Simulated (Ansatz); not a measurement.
`C=C=[CH][GeH3]` + `O[Si](F)(Cl)Cl` → `F[Si](Cl)(Cl)[O][GeH3]` + `C=C=C`  (ligand exchange at a Ge–C bond)

Program: Ansatz. Geometries: PBE0-D4/def2-TZVP. ΔE: electronic, gas phase. CBS: MP2 limit from def2 TZ/QZ plus the TZ coupled-cluster correction, frozen cores. This one scheme is used for every species. For Ge outer-core shells are correlated without core-valence functions, which leaves a few kJ/mol of doubt a bond. Scalar relativity is left out up to krypton. Each species was taken in one conformer, which may not be the lowest.

| species | CCSD/def2-TZVPP energy (Eh) |
| --- | --- |
| `C=C=[CH][GeH3]` | -2193.20727 |
| `O[Si](F)(Cl)Cl` | -1384.18574 |
| `F[Si](Cl)(Cl)[O][GeH3]` | -3461.00002 |
| `C=C=C` | -116.41161 |

**Question.** Work out ΔE.

**Answer.** ΔE = (-3461.00002) + (-116.41161) − (-2193.20727) − (-1384.18574) = -0.01862 Eh = -11.7 kcal/mol. CCSD(T)/CBS gives -10.9 kcal/mol.

Largest T1 diagnostic among the species: 0.012.

In def2-TZVPP, CCSD(T) changes the Hartree–Fock value by +4.1 kcal/mol (the triples alone add +0.5 kcal/mol) and MP2 by +5.0 kcal/mol. The D4 term adds −0.9 kcal/mol with B3LYP and −0.5 kcal/mol with PBE0; it sums over pairs of atoms, weighted by their polarisabilities, and B3LYP, whose exchange is more repulsive, gets the larger term.

B3LYP here is the variant with VWN-RPA as its local correlation; programs differ in this.
